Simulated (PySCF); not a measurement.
These 3 structures share the formula C4H5NOSi. Computed with PySCF 2.14.0, PBE0-D3(BJ)/def2-SVP geometry optimisation, gas phase. Energies are electronic, without zero-point or thermal terms, for one conformer each. No frequencies were run at this level. Point groups hold within 0.08 Å.

Question: Order them by energy at this level, lowest first, and give relative energies in kJ/mol.
A. `N#C[Si@@H]1C=CCO1`
B. `[CH3:1][C:2]#[C:3][Si@@H:4]([OH:5])[C:6]#[N:7]` with C3–Si4–O5–H 49°
C. `[N:1]#[C:2]/[CH:3]=[C:4](\[SiH3:5])[CH:6]=[O:7]` with C3–C4–C6–O7 180°

Answer: A (0.0), B (65.8), C (164.7).

As drawn, the lowest has an Si–O bond, which the highest lacks; the highest has a C=O bond, which the lowest lacks.

| SMILES | E (Eh) | E rel (kJ/mol) | dipole (D) | point group | A, B, C (MHz) |
| --- | --- | --- | --- | --- | --- |
| N#C[Si@@H]1C=CCO1 | -574.16093 | 0.0 | 4.57 | C1 | 4722, 1572, 1423 |
| CC#C[Si@@H](O)C#N | -574.13587 | 65.8 | 4.83 | C1 | 3297, 1145, 905.6 |
| N#C/C=C(\[SiH3])C=O | -574.09819 | 164.7 | 1.85 | Cs | 3872, 1366, 1022 |

Q: How do the relative energies change in single points at LDA/pcSseg-1 (no added dispersion term) on the same geometries?

A: 
| SMILES | PBE0-D3(BJ)/def2-SVP (kJ/mol) | LDA/pcSseg-1 (kJ/mol) | shift |
| --- | --- | --- | --- |
| N#C[Si@@H]1C=CCO1 | 0.0 | 0.0 | 0.0 |
| CC#C[Si@@H](O)C#N | 65.8 | 71.6 | +5.8 |
| N#C/C=C(\[SiH3])C=O | 164.7 | 169.3 | +4.6 |

Each column counts from its own lowest isomer. The order is unchanged; the largest shift is 5.8 kJ/mol.

Q: As an exercise, what shares would exp(−E/RT) give at 2000 K from these electronic energies alone (no entropy, no degeneracies)?

A: RT = 16.629 kJ/mol: N#C[Si@@H]1C=CCO1 98.1 %, CC#C[Si@@H](O)C#N 1.9 %, N#C/C=C(\[SiH3])C=O under 0.1 %.
